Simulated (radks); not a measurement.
Results of a calculation; reference values are marked as such.
Coulomb parameter of the 4f shell of neutral holmium in the model configuration [Xe] 4f9.5 6s2 6p1.5, as a second difference U = [E(n + 0.5) + E(n - 0.5) - 2 E(n)] / (0.5)^2 with all orbitals relaxed. "Bare": the charge of the atom changes with n. "Screened": the 6p shell takes up the change at fixed total charge, which measures U(4f,4f) + U(6p,6p) - 2 U(4f,6p). Level of theory: Dirac Kohn-Sham, BLYP, spin-unpolarised, spherical densities, finite nucleus; open shells are shared between the two j in proportion to 2j + 1; Fermi nuclear charge, rms radius 5.2022 fm (a radial shooting solver on a logarithmic mesh with Libxc functionals).

| case | configuration | E - E(n) (eV) |
|---|---|---|
| start | [Xe] 4f9.5 6s2 6p1.5 | 0.000 |
| bare +0.5 | [Xe] 4f10 6s2 6p1.5 | -6.863 |
| bare -0.5 | [Xe] 4f9 6s2 6p1.5 | 10.833 |
| screened +0.5 | [Xe] 4f10 6s2 6p1 | -6.320 |
| screened -0.5 | [Xe] 4f9 6s2 6p2 | 8.804 |

U(bare) = 15.878 eV, U(screened by 6p) = 9.937 eV, against the Slater integral F0(4f,4f) = 32.696 eV with frozen orbitals. The step up makes a negative ion, whose loosely bound charge lowers the bare value.
